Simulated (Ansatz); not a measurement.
TaSCl3. Charge 0, multiplicity 3. Geometry r2SCAN-D4/def2-SVP, that of the neutral singlet.

```xyz
5

Ta   -0.0093    0.0064    0.0011
S     1.7435   -1.2138   -0.2667
Cl   -0.2999    0.3272    2.2493
Cl   -1.7865   -1.1143   -0.9084
Cl    0.3522    1.9945   -1.0754
```

In the def2 sets Ta takes a core potential; there is no spin–orbit coupling. At PBE0-D4/def2-TZVP a singlet of charge 0 lies 3.22 eV below the triplet at the same geometry.

Question: Estimate the α-spin orbital energies around the gap (eV) in Ansatz with PBE-D4/def2-TZVP, r2SCAN-D4/def2-TZVP, PBE0-D4/def2-TZVP.

Answer: 
```tsv
orbital	PBE-D4/def2-TZVP	r2SCAN-D4/def2-TZVP	PBE0-D4/def2-TZVP
HOMO−5	-8.77	-9.16	-10.20
HOMO−4	-8.58	-8.99	-10.04
HOMO−3	-8.35	-8.80	-9.75
HOMO−2	-8.21	-8.61	-9.62
HOMO−1	-7.65	-8.06	-9.02
HOMO	-3.73	-4.17	-5.17
LUMO	-3.53	-3.53	-2.80
LUMO+1	-2.70	-2.68	-2.01
LUMO+2	-2.42	-2.38	-1.73
LUMO+3	-2.32	-2.16	-1.59
LUMO+4	-0.73	-0.23	-0.06
LUMO+5	1.87	2.50	2.60
β HOMO	-7.43	-7.82	-8.76
β LUMO	-7.12	-6.94	-6.22
```
